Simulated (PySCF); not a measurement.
# [OsO2(OH)3]+ at several levels of theory

Computed with PySCF 2.14.0 (density fitting, no spin-orbit coupling) at the geometry relaxed with B3LYP:

```xyz
9
[OsO2(OH)3]+ (singlet; a saddle point, relaxed within its symmetry)
Os    0.0000    0.0000    0.2029
O     0.0000    0.0000    1.9251
O     0.0000    0.0000   -1.5430
O     1.8485   -0.1340    0.2290
H     2.2744   -0.1648   -0.6571
O    -0.8082    1.6679    0.2290
H    -0.9945    2.0522   -0.6571
O    -1.0403   -1.5339    0.2290
H    -1.2800   -1.8873   -0.6571
```

| level | basis | state | HOMO (eV) | gap (eV) | charge on Os1 (e) | dipole about the centre of mass (D) | largest force component (eV/Å) |
| --- | --- | --- | --- | --- | --- | --- | --- |
| B3LYP | Os def2-SVP with ECP60, O def2-SVP, H def2-SVP | singlet | -15.49 | 4.69 | 1.33 | 4.06 | 0.01 |
| wB97X | the same | singlet | -18.05 | 9.34 | 1.41 | 4.07 | 1.63 |
| TPSSh | the same | singlet | -14.81 | 3.87 | 1.35 | 4.04 | 0.21 |
| PBE0 | the same | singlet | -15.84 | 5.16 | 1.37 | 4.09 | 0.86 |
| B3LYP | Os def2-TZVP with ECP60, O def2-TZVP, H def2-TZVP | singlet | -15.54 | 4.82 | 1.53 | 3.86 | 0.33 |
| B3LYP | Os x2c-SVPall, O x2c-SVPall, H x2c-SVPall | singlet | -15.71 | 4.66 | 0.94 | 4.07 | 0.71 |

Charges are Mulliken's, which hang on the basis. The relaxation used the grid (50, 194), these runs (75, 302) or, all-electron (x2c bases, spin-free X2C Hamiltonian), (99, 590).

What does r2SCAN with Os def2-SVP with ECP60, O def2-SVP, H def2-SVP give here?

state singlet, HOMO (eV) -14.39, gap (eV) 3.07, charge on Os1 (e) 1.37, dipole about the centre of mass (D) 4.08, largest force component (eV/Å) 0.25. Time: 11 s on 2 threads of Arm Neoverse V2, on a shared host, from an already converged density.

In the first row's basis the gap widens with exact exchange: 3.1 eV for r2SCAN (none); 3.9 to 5.2 eV for TPSSh, B3LYP, PBE0 (a fixed share); 9.3 eV for wB97X (rising or full at long range).
